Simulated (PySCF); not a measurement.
This PySCF input asks for the NMR shieldings of `COB1OC[SiH2]C1([SiH3])[SiH3]`, C₃H₁₃BO₂Si₃; the geometry comes from GFN2-xTB.

```python
import basis_set_exchange as bse
import numpy as np
from pyscf import gto, dft
from pyscf.prop import nmr

atoms = """
C     2.634401    1.653789   -0.160431
O     1.271674    1.332703   -0.334785
B     0.724622    0.170613    0.087107
O     1.469563   -0.774711    0.720662
C     0.807044   -1.964912    1.131405
Si   -1.050135   -1.790095    0.662039
C    -0.825462   -0.095050   -0.166322
Si   -1.126782   -0.109271   -2.045011
Si   -1.831073    1.305592    0.636036
H     2.701416    2.587323    0.403007
H     3.088520    1.794737   -1.144155
H     3.160944    0.863044    0.375263
H     1.303120   -2.803802    0.634794
H     0.978736   -2.077913    2.205361
H    -1.448202   -2.890467   -0.224163
H    -1.868819   -1.795448    1.881390
H    -0.310637   -1.144416   -2.696376
H    -2.540187   -0.423502   -2.295233
H    -0.807374    1.182967   -2.653457
H    -3.262127    1.022920    0.456484
H    -1.559053    1.367506    2.079634
H    -1.520601    2.607779    0.045115
"""
names = dict.fromkeys(["C", "O", "B", "Si", "H"], "pcSseg-1")
basis = {el: gto.basis.parse(bse.get_basis(n, elements=[el], fmt="nwchem")) for el, n in names.items()}
mol = gto.M(atom=atoms, basis=basis, charge=0, verbose=0)
mf = dft.RKS(mol, xc="PBE0")
mf.grids.level = 2
mf.grids.alignment = dft.numint.BLKSIZE   # the property module wants whole blocks of grid points
mf.conv_tol = 1e-9
mf.kernel()

calc = nmr.RKS(mf)   # GIAO
C = mf.mo_coeff
Co = C[:, mf.mo_occ > 0]
resp = mf.gen_response(singlet=True, hermi=2)
def vind(x):   # induced exchange potential for any number of trial vectors
    d = np.einsum("pi,xij,qj->xpq", C, 2 * x.reshape(-1, C.shape[1], Co.shape[1]), Co, optimize=True)
    return np.einsum("xpq,pi,qj->xij", resp(d - d.transpose(0, 2, 1)), C, Co, optimize=True).ravel()
mo1, _ = nmr.rhf.solve_mo1(calc, with_cphf=vind)
sigma = calc.kernel(mo1)
for i, s in enumerate(sigma):   # ppm
    w = np.linalg.eigvalsh((s + s.T) / 2)
    print("%2d %-2s iso %8.1f  s11 %8.1f  s22 %8.1f  s33 %8.1f" % (i, mol.atom_pure_symbol(i), w.mean(), *w))
```

Question: What are the results?

Answer: 
```
 0 C  iso    131.9  s11    100.8  s22    109.9  s33    185.0
 1 O  iso    237.9  s11    107.5  s22    254.8  s33    351.4
 2 B  iso     69.0  s11     64.1  s22     71.3  s33     71.6
 3 O  iso    205.2  s11     34.6  s22    278.5  s33    302.5
 4 C  iso    129.4  s11     85.8  s22    109.1  s33    193.4
 5 Si iso    374.7  s11    329.1  s22    362.1  s33    433.0
 6 C  iso    204.5  s11    189.5  s22    195.4  s33    228.5
 7 Si iso    415.0  s11    370.1  s22    401.8  s33    473.2
 8 Si iso    414.8  s11    370.3  s22    401.8  s33    472.3
 9 H  iso     28.0  s11     23.5  s22     25.6  s33     34.8
10 H  iso     28.0  s11     23.5  s22     25.6  s33     34.9
11 H  iso     27.2  s11     22.0  s22     26.8  s33     32.7
12 H  iso     27.5  s11     22.9  s22     25.8  s33     33.7
13 H  iso     27.5  s11     22.9  s22     25.9  s33     33.7
14 H  iso     27.3  s11     23.9  s22     25.1  s33     32.9
15 H  iso     27.3  s11     23.8  s22     25.1  s33     32.9
16 H  iso     27.6  s11     23.8  s22     25.8  s33     33.3
17 H  iso     27.6  s11     24.0  s22     25.2  s33     33.5
18 H  iso     27.5  s11     23.6  s22     25.8  s33     32.9
19 H  iso     27.6  s11     24.0  s22     25.3  s33     33.5
20 H  iso     27.6  s11     23.8  s22     25.7  s33     33.4
21 H  iso     27.5  s11     23.7  s22     25.8  s33     32.9
```

These numbers come from an equivalent density-fitted implementation of the same equations, which agrees with the script to about 0.01 ppm for H and up to a few tenths of a ppm for heavy atoms, so last digits may differ.

Size and cost of the density-fitted run: 239 basis functions, 75 s wall time on 1 thread of an Intel Xeon Platinum 8259CL, shared host; peak memory 1.1 GiB.
